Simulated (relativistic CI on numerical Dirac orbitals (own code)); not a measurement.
**Mn²⁺: resonant inelastic scattering at the L2,3 edge**

Computed with this model: Dirac-Coulomb-Breit CI, orbitals from a KLI potential per configuration, a model potential for QED, valence Slater integrals scaled by 0.9, Kramers-Heisenberg scattering through one core-hole configuration in a parametric crystal field; configurations [Ar] 3d5 → [He] 2s2 2p5 3s2 3p6 3d6; 80 K; core-hole width 0.24 eV; summed over polarisations. Incident energies are the highest absorption maxima for each field (at most a few, so the weaker spin-orbit partner edge can be absent), on the computed scale of the free ion. Intensities are in per cent of the strongest line above 0.02 eV; levels within 1 cm⁻¹ are merged; final levels count from the ground level, the first row holds all elastic scattering, lines under 0.4 are left out and each table stops after 24 rows. The scale of the Slater integrals is a model choice and moves the terms in proportion.

Field parameters in Wybourne normalisation: Oh B⁴₀ = 21Dq, B⁴₄ = √(5/14) B⁴₀. The field is a parameter set, without covalency.

S is read from ⟨S²⟩ = S(S + 1).

Oh, 10Dq = 3250 cm⁻¹:

```
Final level (eV)  Degeneracy  Irrep     S  642.3 eV  643.6 eV  654.7 eV
           0.000           6  Γ7+Γ8  2.50    2953.2     418.9     190.5
           3.309           2     Γ7  1.50       3.6       3.5       0.8
           3.310           4     Γ8  1.50      21.9      18.8       6.4
           3.314           4     Γ8  1.50      20.6       3.5       1.9
           3.318           2     Γ6  1.50      35.2       1.4       5.3
           3.468           2     Γ7  1.50       5.2       1.2       0.7
           3.471           4     Γ8  1.50      20.4       5.3       4.9
           3.474           2     Γ6  1.50       2.4       1.2       0.9
           3.474           4     Γ8  1.50      13.0       3.7       3.4
           3.502           4     Γ8  1.50       7.4       4.8       2.8
           3.502           2     Γ7  1.50       4.0       2.9       1.2
           3.503           4     Γ8  1.50      23.7       5.7       9.7
           3.503           2     Γ6  1.50      11.5       4.6       5.4
           4.199           4     Γ8  1.50      27.8      26.1      29.9
           4.206           2     Γ7  1.50      12.1      11.9       8.2
           4.210           4     Γ8  1.50      52.7      17.4       2.7
           4.220           2     Γ6  1.50      38.5       7.7       0.9
           4.308           2     Γ6  1.50       4.6      17.6      40.2
           4.320           4     Γ8  1.50      26.8      35.2      54.7
           4.332           2     Γ7  1.50       9.6      10.0      41.1
           4.332           4     Γ8  1.50      66.3      25.1      36.2
           4.374           2     Γ6  1.50       5.9       4.5      46.5
           4.381           4     Γ8  1.50      23.2      18.3      42.3
           4.384           2     Γ7  1.50      13.3       8.5      11.9
```

Oh, 10Dq = 7350 cm⁻¹:

| Final level (eV) | Degeneracy | Irrep | S | 642.3 eV | 643.5 eV | 643.9 eV |
| --- | --- | --- | --- | --- | --- | --- |
| 0.000 | 6 | Γ7+Γ8 | 2.50 | 6659.2 | 645.6 | 471.4 |
| 2.873 | 2 | Γ7 | 1.50 | 4.4 | 7.7 | 21.4 |
| 2.874 | 4 | Γ8 | 1.50 | 24.4 | 23.3 | 50.5 |
| 2.881 | 4 | Γ8 | 1.50 | 22.0 | 23.8 | 18.5 |
| 2.886 | 2 | Γ6 | 1.50 | 39.6 | 3.9 | 12.3 |
| 3.324 | 2 | Γ7 | 1.50 | 9.3 | 16.6 | 3.1 |
| 3.329 | 4 | Γ8 | 1.50 | 38.4 | 27.0 | 5.0 |
| 3.338 | 2 | Γ6 | 1.50 | 9.0 | 10.1 | 2.5 |
| 3.339 | 4 | Γ8 | 1.50 | 30.7 | 12.6 | 6.4 |
| 3.501 | 4 | Γ8 | 1.50 | 14.6 | 13.6 | 11.7 |
| 3.502 | 2 | Γ7 | 1.50 | 15.4 | 3.1 | 6.7 |
| 3.503 | 6 | Γ6+Γ8 | 1.50 | 56.6 | 10.6 | 31.7 |
| 3.892 | 2 | Γ7 | 0.51 | 1.1 | 4.4 | 3.6 |
| 3.950 | 4 | Γ8 | 0.51 | 1.0 | 3.6 | 2.6 |
| 4.141 | 4 | Γ8 | 1.50 | 86.5 | 100.0 | 14.3 |
| 4.145 | 2 | Γ6 | 1.50 | 4.0 | 61.3 | 12.6 |
| 4.172 | 4 | Γ8 | 1.50 | 24.5 | 52.7 | 33.2 |
| 4.187 | 2 | Γ7 | 1.49 | 6.6 | 21.6 | 8.0 |
| 4.363 | 2 | Γ7 | 1.50 | 14.0 | 13.7 | 30.0 |
| 4.367 | 4 | Γ8 | 1.50 | 32.1 | 30.7 | 57.2 |
| 4.370 | 2 | Γ6 | 1.50 | 13.6 | 26.3 | 23.9 |
| 4.460 | 2 | Γ7 | 0.51 | 0.7 | 1.4 | 0.8 |
| 4.480 | 4 | Γ8 | 0.51 | 0.4 | 2.1 | 1.5 |
| 4.510 | 2 | Γ6 | 0.51 | 0.0 | 1.4 | 0.2 |

For the first field the strongest loss at the lowest incident energy is the level at 4.33 eV (S = 1.50, against 2.50 in the thermal ground state). Levels of other spin, the first over 8 % at 3.31 eV, appear because spin-orbit coupling of the core hole, and in heavier ions of the valence shell too, mixes spins.
